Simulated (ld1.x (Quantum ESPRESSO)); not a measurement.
# What one change does to a pseudopotential (tin (Sn), TM)

ld1.x (Quantum ESPRESSO) 7.5 input, shortened:

```
&input
   title='Sn', zed=50., rel=2, dft='PBE', iswitch=3,
   config='[Kr] 4d10 5s1.75 5p2.25', rel_dist='average'
 /
 &inputp
   pseudotype=2, tm=.true., lloc=-1, rcloc=1.50,
   nlcc=.true., new_core_ps=.true., rcore=1.35
 /
2
5S  1  0   1.75   0.00  1.80  1.80  0.0
5P  2  1   2.25   0.00  2.80  2.80  0.0
 &test
   configts(1)='5s1.75 5p2.25'
 /
```

Open shells are filled in proportion to 2j + 1 (rel_dist='average').

All-electron outer shells of the reference configuration (PBE, scalar-relativistic, ld1.x):

```json
{"shell": "4p", "level (eV)": "-90.10", "outermost node (bohr)": "0.41", "outermost maximum (bohr)": "0.79"}
{"shell": "4d", "level (eV)": "-26.22", "outermost node (bohr)": "0.39", "outermost maximum (bohr)": "0.88"}
{"shell": "5s", "level (eV)": "-10.77", "outermost node (bohr)": "0.98", "outermost maximum (bohr)": "2.01"}
{"shell": "5p", "level (eV)": "-3.86", "outermost node (bohr)": "1.09", "outermost maximum (bohr)": "2.55"}
```

Change: local potential all-electron potential smoothed inside 2.28 bohr (lloc = -1).

Cutoffs: the cutoffs (Ry, on a coarse ladder) from which the occupation-weighted sum of valence levels, in a spherical-Bessel basis at the reference potential, stays within 10 and 1 mRy of its value at 400 Ry; they do not see the model core or the augmentation charge, which bear on the density cutoff. Errors are all-electron minus pseudo energies relative to the spin-unpolarised reference configuration.

How do hardness, ghosts and transferability respond?

The potential gets neither clearly harder nor softer (21 Ry and 40 Ry → 18 Ry and 45 Ry); the bound ghost in d, s disappears; of the 7 tests that both files solve, the error grows in 4 and shrinks in 0 by more than 15 % and 0.3 meV (median size 0.4 → 3.6 meV); the range in which the p1/2 phases agree widens (upper end 0.4 → 1.7); the range in which the p3/2 phases agree widens (upper end 0.1 → 1.7). In the separable form a ghost depends on how the local part lies against the semilocal potential of the channel, so the choice of the local part can create or remove one.

```csv
quantity,base,changed
"cutoff, loose",21 Ry,18 Ry
"cutoff, tight",40 Ry,45 Ry
loose cutoff by channel (10 mRy a level),"s 18 Ry, p 6 Ry","s 10 Ry, p 6 Ry"
bound ghosts,"s, d",none
"error for 5s2 5p2, meV [ΔE -1.72 eV]",-0.4,-0.6
"error for 5s2 5p1, meV [ΔE 5.17 eV]",-0.4,-3.6
"error for 5s2 5p0, meV [ΔE 19.14 eV]",-55,-49
"error for 5s1 5p3, meV [ΔE 5.24 eV]",-2.3,-6.2
"error for 5s2 5p2.3, meV [ΔE -2.57 eV]",0.0,-1.0
"error for 5s2 5p1.5, meV [ΔE 0.90 eV]",-0.1,-0.5
"error for 5s1 5p0, meV [ΔE 50.11 eV]",-320,-298
s: phases at 3.06 bohr within 0.05 rad from the reference energy up to (Ry; the scan ends near 5),1.7,0.9
p1/2: phases at 3.06 bohr within 0.05 rad from the reference energy up to (Ry; the scan ends near 5),0.4,1.7
p3/2: phases at 3.06 bohr within 0.05 rad from the reference energy up to (Ry; the scan ends near 5),0.1,1.7
```

 A true bound ghost makes a file unfit for plane-wave use even where its test errors are small: the radial tests pick states by their node count and pass the ghost by.
